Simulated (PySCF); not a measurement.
## Te²⁺ (tellurium, charge +2) across methods

[Kr] 4d10 5s2 5p1 6s1, high-spin 3P determinant (an excited configuration). Calculation: PySCF 2.14, in aug-cc-pV5Z-PP with ECP28MDF; a scalar-relativistic core potential.

```csv
method,E (hartree),mean ε 5s β (eV),mean ε 5p α (eV),mean ε 6s α (eV),Σ⟨r²⟩ (bohr²),⟨S²⟩
PBE0,-266.5079,-36.645,-26.958,-13.081,52.20,2.002
UHF,-265.56989,-38.588,-30.053,-14.002,53.48,2.007
LDA,-266.0900,-36.097,-25.753,-12.692,51.59,2.001
```

Question: Estimate the same row for PBE.

Answer: E (hartree) = -266.4983; mean ε 5s β (eV) = -35.598; mean ε 5p α (eV) = -25.669; mean ε 6s α (eV) = -12.628; Σ⟨r²⟩ (bohr²) = 51.92; ⟨S²⟩ = 2.001.

Energies and moments cover only the electrons outside the core potential. The outer electron is Rydberg-like, and this basis confines it to a smaller radius and binds it less than a complete one would.
